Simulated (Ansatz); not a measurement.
Job for Ansatz (a first-principles code): U-B3LYP/def2-TZVPP on Te2, 2S+1 = 3, a point of a bond scan (R = 4.506 Å). Elements past Kr take the def2 small-core potentials; no spin–orbit coupling.

Ansatz 0.2 input:
```yaml
crystal:
  periodic: [false, false, false]
  atoms:
    - {symbol: Te, position_ang: [-0.00000000, -0.00000000, -1.28732190]}
    - {symbol: Te, position_ang: [0.00000000, 0.00000000, 3.21830475]}
basis:
  gaussian:
    orbitals: def2-TZVPP
hamiltonian:
  xc: {name: B3LYP}
magnetization: {spin_polarized: true, initial_magnetization: 2}
```

It printed:

```
WARN ansatz: RAYON_NUM_THREADS=1 ignored (pool sized by the plan → 1); use --threads N
Functional definition: B3LYP
integrals: 0.03 GiB planned
846 factors; their error is unknown
mean field: 0.39 GiB planned
mean field evaluation 1: about -14588.0043 eV, gradient 2.9e0 eV
mean field evaluation 2: about -14588.0518 eV, gradient 1.5e0 eV
mean field evaluation 4: about -14588.0601 eV, gradient 5.8e-1 eV
mean field evaluation 8: about -14588.2799 eV, gradient 4.5e-2 eV
mean field evaluation 16: about -14588.5716 eV, gradient 1.0e0 eV
mean field evaluation 32: about -14589.1427 eV, gradient 2.6e-2 eV
mean field evaluation 64: about -14588.0628 eV, gradient 7.6e-2 eV
mean field evaluation 96: about -14588.3613 eV, gradient 1.8e0 eV
mean field evaluation 128: about -14589.1428 eV, gradient 5.5e-2 eV
mean field evaluation 160: about -14588.6335 eV, gradient 4.8e-5 eV
mean field evaluation 192: about -14588.6754 eV, gradient 1.7e-1 eV
mean field evaluation 224: about -14588.6335 eV, gradient 2.9e-3 eV
mean field evaluation 256: about -14589.1340 eV, gradient 3.1e-1 eV
mean field evaluation 288: about -14589.1424 eV, gradient 1.8e-2 eV
mean field evaluation 320: about -14589.0328 eV, gradient 6.1e-1 eV
mean field evaluation 352: about -14589.1087 eV, gradient 5.4e-2 eV
mean field evaluation 384: about -14589.1317 eV, gradient 6.2e-1 eV
mean field evaluation 416: about -14588.7560 eV, gradient 5.4e-1 eV
mean field evaluation 448: about -14589.1424 eV, gradient 1.2e-2 eV
mean field evaluation 480: about -14588.7534 eV, gradient 7.5e-1 eV
mean field evaluation 512: about -14589.1323 eV, gradient 3.6e-1 eV
mean field evaluation 544: about -14589.1310 eV, gradient 6.4e-2 eV
mean field evaluation 576: about -14589.1421 eV, gradient 1.9e-1 eV
mean field evaluation 608: about -14589.1471 eV, gradient 6.5e-3 eV
mean field evaluation 640: about -14588.7127 eV, gradient 8.5e-1 eV
mean field evaluation 672: about -14588.2239 eV, gradient 6.1e-1 eV
mean field evaluation 704: about -14588.8140 eV, gradient 1.2e0 eV
mean field evaluation 736: about -14589.0181 eV, gradient 3.2e0 eV
mean field evaluation 768: about -14589.1049 eV, gradient 2.1e0 eV
mean field evaluation 800: about -14588.9884 eV, gradient 4.7e0 eV
mean field -14589.14720125 eV, -536.1412707667 hartree, gradient 8.2e-6 eV, S^2 3.004576; 39 other end points of the search recorded, 0 dependent functions left out
reference -14589.14740364 eV, -536.1412782045 hartree; 25, 23 occupied and 75, 77 virtual orbitals, 846 factors
Total energy: -14589.14740364 eV, -536.1412782045 hartree
```

Self-consistency was reached. Its determinant has ⟨S²⟩ = 3.00, a mixture of spin states.

Cost: very roughly 5 core-minutes.
